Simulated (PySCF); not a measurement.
## Computed properties of CCl3, SMILES Cl[C+](Cl)Cl, charge +1

CCl₃, SMILES Cl[C+](Cl)Cl, charge +1. Geometry optimised at r2SCAN-D4/def2-SVP. One conformer was computed; it need not be the lowest. All values are computed for the isolated molecule unless a solvent is named; none is compared with measurement here.

**Structure.** The optimised structure has D3h symmetry. All 6 harmonic modes at r2SCAN-D4/def2-SVP (PySCF) are real, so it is a minimum. With heavy atoms numbered as in [C+:1]([Cl:2])([Cl:3])[Cl:4], the shortest bond between them is C1–Cl3 at 1.656 Å and the longest C1–Cl2 at 1.656 Å.

**Vibrations.** The strongest infrared lines (harmonic, unscaled, degenerate partners summed) lie at 1048 cm⁻¹ (572 km/mol, C 84 %, Cl 16 %), 318 cm⁻¹ (1 km/mol, Cl 94 %). The softest mode is at 318 cm⁻¹ and the zero-point energy is 5.4 kcal/mol.

**Electronic structure.** B3LYP/def2-TZVPD (PySCF) places the frontier levels at -15.17 and -10.20 eV, a gap of 4.97 eV and a mean polarisability of 51.0 bohr³. PBE/def2-TZVPD (PySCF) at the same geometry gives -13.99 and -10.82 eV, so its gap is 1.80 eV narrower. An orbital gap is neither the optical nor the fundamental gap.

**Excitations.** TDA-ωB97X/def2-SVPD (PySCF) has S1 at 3.93 eV (316 nm, f = 0.000, dark); the most intense of the 10 singlets computed lies at 5.92 eV (f = 0.43). Strengths of degenerate partners are summed. T1 (TDA) is at 3.69 eV, 0.24 eV under S1. TDA-PBE/def2-SVPD (PySCF) puts S1 at 3.29 eV. No vertical singlet excitation falls in the visible range (under 3.1 eV).

**NMR.** GIAO shifts at PBE0/pcSseg-2 (PySCF) (non-relativistic, atoms alike by connectivity averaged): ¹³C at 270.7 ppm against TMS. Without spin–orbit terms, shifts of atoms bonded to Cl or Br come out too high.

**Solvation.** SMD-PBE0/def2-SVP (PySCF) gives -50.4 kcal/mol in water, -31.8 kcal/mol in benzene, -53.1 kcal/mol in methanol (1 M in both phases, gas-phase geometry); of these solvents methanol holds the molecule best.
